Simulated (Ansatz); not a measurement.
The cluster Cs₂F₂ (the lowest singlet isomer of a short search), 4 atoms. Hardware: 4 threads of Arm Neoverse V2 on a shared host.

In the def2 sets Cs takes a core potential; there is no spin–orbit coupling. Correlated methods freeze 2 core orbitals; core or outer-core shells of Cs are correlated, in sets that lack core-valence functions.

Question: How many basis functions does each of these Ansatz runs have, and roughly what does it cost? MP2/def2-TZVP, charge 0 quintet, energy, from earlier orbitals; PBE-D4/def2-TZVPD, charge 0 singlet, energy, from earlier orbitals; PBE0-D4/def2-TZVP, charge 0 singlet, energy, from earlier orbitals; MP2/def2-TZVP, charge 0 triplet, energy, from earlier orbitals; PBE0-D4/def2-TZVP, charge 0 triplet, relaxation, 18 steps; PBE0-D4/def2-TZVP, charge 1 doublet at the geometry of the charge 0 singlet, energy; PBE-D4/def2-TZVPD, charge -1 doublet at the geometry of the charge 0 singlet, energy, from earlier orbitals; PBE0-D4/def2-SVP, charge 0 unrestricted singlet, energy with a search over starts; ωB97X-V/def2-TZVP, charge 0 quintet, energy, from earlier orbitals; r2SCAN-D4/def2-TZVPD, charge 0 singlet, energy, from earlier orbitals; PBE-D4/def2-SVP, charge 0 singlet, energy, from earlier orbitals; ωB97X-V/def2-TZVP, charge 0 singlet, energy and forces, from earlier orbitals.

Answer: Other jobs shared the machine, so times can vary by a factor of up to 3. A dash marks memory too small to be measured apart from the calling script's.

| run | functions | fitting or Cholesky vectors | wall time | peak host memory (GiB) |
| --- | --- | --- | --- | --- |
| PBE-D4/def2-SVP, charge 0 singlet, energy, from earlier orbitals | 76 | 804 | 0.75 s | – |
| MP2/def2-TZVP, charge 0 quintet, energy, from earlier orbitals | 120 | 962 | 0.95 s | – |
| PBE0-D4/def2-TZVP, charge 0 singlet, energy, from earlier orbitals | 120 | 948 | 1.4 s | – |
| PBE-D4/def2-TZVPD, charge 0 singlet, energy, from earlier orbitals | 144 | 1012 | 1.4 s | – |
| MP2/def2-TZVP, charge 0 triplet, energy, from earlier orbitals | 120 | 962 | 1.6 s | – |
| PBE0-D4/def2-SVP, charge 0 unrestricted singlet, energy with a search over starts | 76 | 718 | 1.8 s | – |
| r2SCAN-D4/def2-TZVPD, charge 0 singlet, energy, from earlier orbitals | 144 | 1012 | 2.8 s | – |
| PBE-D4/def2-TZVPD, charge -1 doublet at the geometry of the charge 0 singlet, energy, from earlier orbitals | 144 | 1012 | 3.5 s | – |
| ωB97X-V/def2-TZVP, charge 0 singlet, energy and forces, from earlier orbitals | 120 | 948 | 7 s | – |
| PBE0-D4/def2-TZVP, charge 1 doublet at the geometry of the charge 0 singlet, energy | 120 | 948 | 22 s | – |
| ωB97X-V/def2-TZVP, charge 0 quintet, energy, from earlier orbitals | 120 | 948 | 29 s | 0.73 |
| PBE0-D4/def2-TZVP, charge 0 triplet, relaxation, 18 steps | 120 | 948 | 36 s | – |
